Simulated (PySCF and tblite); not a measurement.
The numbers below are computed, except where a source is named.
**C8H16O, numbered as in [CH3:1][O:2]/[C:3]([CH3:4])=[C:5](\[CH3:6])[CH:7]([CH3:8])[CH3:9]: conformational analysis**

Geometries GFN2-xTB; weights from PBE0-D3(BJ)/6-31G* energies and GFN2-xTB thermal corrections, with symmetry numbers and mirror pairs. Conformers within 2.5 kcal/mol (GFN2-xTB free energy) were kept, 6 at most. GIAO shieldings: PBE0/6-31G*. Shifts are against TMS (¹H), TMS (¹³C) at the same level. (PySCF 2.14, tblite 0.8.)

Torsions listed: C1–O2–C3–C4, C6–C5–C7–C8. Of a mirror pair one member is shown.

```csv
conformer,shape,symmetry,E(GFN2) kcal/mol,E(DFT) kcal/mol,G(298.15 K) kcal/mol,weight %,dipole D
1,"-66°, 80°",C1 (pair),0.00,0.00,0.00,97.2,1.34
2,"31°, -112°",C1 (pair),1.47,2.22,2.26,2.1,1.40
3,"80°, -130°",C1 (pair),2.38,2.88,2.95,0.7,1.23
```

Weights (%) against temperature:

```
 T (K)     1    2    3  S(mix) cal/mol/K
   250  98.7  1.0  0.3              1.53
298.15  97.2  2.1  0.7              1.66
   350  94.9  3.7  1.4              1.84
```

Averaged shifts at 298.15 K. ¹H: 3.57 (H1, 3H), 2.61 (H7, 1H), 1.81 (H4, 3H), 1.68 (H6, 3H), 1.10 (H8/H9, 6H) ppm. ¹³C: 140.5 (C3), 121.6 (C5), 54.4 (C1), 31.1 (C7), 21.1 (C8/C9), 16.0 (C4), 11.6 (C6) ppm.

Coordinates of conformer 1 (Å):

```xyz
25

C     3.233    0.500   -0.159
O     2.059    0.597   -0.931
C     1.008   -0.206   -0.498
C     1.240   -1.691   -0.624
C    -0.117    0.362   -0.060
C    -0.257    1.856    0.001
C    -1.320   -0.461    0.340
C    -2.324   -0.525   -0.816
C    -1.997    0.083    1.599
H     3.053    0.824    0.873
H     3.960    1.165   -0.624
H     3.637   -0.518   -0.144
H     0.390   -2.176   -1.097
H     1.403   -2.154    0.350
H     2.115   -1.867   -1.244
H    -1.169    2.175   -0.500
H     0.591    2.329   -0.486
H    -0.302    2.196    1.035
H    -0.989   -1.480    0.560
H    -3.155   -1.178   -0.560
H    -1.845   -0.906   -1.715
H    -2.720    0.464   -1.034
H    -2.784   -0.597    1.917
H    -2.444    1.056    1.415
H    -1.278    0.175    2.410
```

Shifts are unscaled: against experiment ¹³C can be off by 15 ppm or more and ¹H by 0.8 ppm.

Search and properties took 3.9 min on 1 thread of Intel Xeon @ 2.50GHz, shared host (rough), launched as `OMP_NUM_THREADS=1 python ens_run.py task.json out`.
